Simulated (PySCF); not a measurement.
An excited-state table with gaps

Species: C3H16Si4.
SMILES: `CC[SiH2][Si@@H]([SiH3])[SiH2]C`

The calculation used TDDFT wB97X-D/def2-SVPD, vertical, gas phase, core orbitals frozen in the response (PySCF 2.14.0, density-fitted response routines). One conformer (not necessarily the lowest) at the PBE0-D3(BJ)/def2-SVP geometry, without solvent, vibrations or thermal averaging. Torsions of this conformer, `[CH3:1][CH2:2][SiH2:3][Si@@H:4]([SiH3:5])[SiH2:6][CH3:7]`: C1–C2–Si3–Si4 180°, C2–Si3–Si4–Si5 -41°, Si3–Si4–Si6–C7 -52°.

Orbital energies (eV): HOMO-3 -10.87, HOMO-2 -10.30, HOMO-1 -9.48, HOMO -9.32, LUMO 1.39, LUMO+1 1.60, LUMO+2 1.73.

Lowest singlets, with some entries withheld (?).

```json
{"state": "S1", "E (eV)": "6.50", "f": "0.046", "main configurations (H = HOMO, L = LUMO)": "H→L (82%)"}
{"state": "S2", "E (eV)": "6.62", "f": "0.011", "main configurations (H = HOMO, L = LUMO)": "H-1→L (38%), H-1→L+1 (24%), H→L+1 (16%)"}
{"state": "S3", "E (eV)": "6.65", "f": "0.020", "main configurations (H = HOMO, L = LUMO)": "H-1→L (34%), H→L+2 (20%), H-1→L+2 (14%)"}
{"state": "S4", "E (eV)": "6.83", "f": "0.019", "main configurations (H = HOMO, L = LUMO)": "H→L+1 (56%), H-1→L+1 (15%), H→L+2 (12%)"}
{"state": "S5", "E (eV)": "7.09", "f": "0.101", "main configurations (H = HOMO, L = LUMO)": "H→L+2 (27%), H→L+3 (24%), H-1→L+1 (22%)"}
{"state": "S6", "E (eV)": "?", "f": "0.166", "main configurations (H = HOMO, L = LUMO)": "H-1→L+2 (46%), H→L+4 (10%), H→L+1 (9%)"}
{"state": "S7", "E (eV)": "?", "f": "0.106", "main configurations (H = HOMO, L = LUMO)": "H-1→L+3 (23%), H-1→L+2 (19%), H→L+4 (11%)"}
{"state": "S8", "E (eV)": "?", "f": "0.089", "main configurations (H = HOMO, L = LUMO)": "H→L+3 (20%), H-1→L+3 (20%), H→L+4 (11%)"}
{"state": "S9", "E (eV)": "?", "f": "0.069", "main configurations (H = HOMO, L = LUMO)": "H→L+4 (42%), H→L+3 (32%), H-1→L+5 (11%)"}
{"state": "S10", "E (eV)": "?", "f": "0.183", "main configurations (H = HOMO, L = LUMO)": "H→L+5 (36%), H-1→L+3 (19%), H-1→L+5 (11%)"}
```

Question: What stands in place of each question mark?

Answer: 
- S6: E = 7.19 eV
- S7: E = 7.27 eV
- S8: E = 7.28 eV
- S9: E = 7.37 eV
- S10: E = 7.47 eV

Question: What is the mean static polarisability from the same response equations?

Answer: 157.2 au (23.29 Å³), with principal values 142.3, 158.4 and 170.8 au.

Question: What is the vertical ionisation energy by ΔSCF at this level?

Answer: 9.26 eV; −ε(HOMO) is 9.32 eV.

Question: Where do the lowest triplets lie (Tamm–Dancoff)?

Answer: T1 5.87 eV, H→L (63%), H-1→L+1 (9%); T2 5.96 eV, H-1→L (45%), H→L+1 (20%); T3 6.04 eV, H-1→L+1 (39%), H→L+2 (27%), H→L+1 (11%); T4 6.29 eV, H→L+1 (37%), H-1→L (19%), H→L+2 (14%). E(S1) − E(T1) = +0.63 eV.

Without π bonds the low states are Rydberg-like; a valence basis with one diffuse set may place them up to an eV too high.
